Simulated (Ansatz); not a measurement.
`FC1=N[SiH2]C1` and `C1=N[SiH2]C1` differ in one atom or group.

Ansatz, PBE0-D4/def2-TZVP geometries, multiplicity 1. 

```csv
property,`FC1=N[SiH2]C1`
HOMO energy (ωB97M-V/def2-TZVPP) / eV,-10.44
HOMO energy (PBE0/def2-TZVPP) / eV,-8.07
HOMO–LUMO gap (ωB97M-V/def2-TZVPP) / eV,12.02
size of the dipole moment (PBE/def2-TZVPP) / D,2.84
HOMO energy (PBE/def2-TZVPP) / eV,-6.56
HOMO–LUMO gap (PBE/def2-TZVPP) / eV,5.24
```

**Question.** What does the change do to each property? (Best estimate.)

**Answer.** Ansatz gave: 
```
                                      property  `C1=N[SiH2]C1`  shift
         HOMO energy (ωB97M-V/def2-TZVPP) / eV           -9.66   0.78
            HOMO energy (PBE0/def2-TZVPP) / eV           -7.30   0.77
       HOMO–LUMO gap (ωB97M-V/def2-TZVPP) / eV           11.37  -0.65
size of the dipole moment (PBE/def2-TZVPP) / D            2.28  -0.56
             HOMO energy (PBE/def2-TZVPP) / eV           -5.85   0.71
           HOMO–LUMO gap (PBE/def2-TZVPP) / eV            4.16  -1.08
```

With PBE0 the HOMO rises by 0.77 eV and the LUMO falls by 0.35 eV, so the gap narrows by about 1.12 eV. PBE moves the HOMO by 0.71 eV and ωB97M-V by 0.78 eV. Dipoles are sizes alone; their direction can turn.
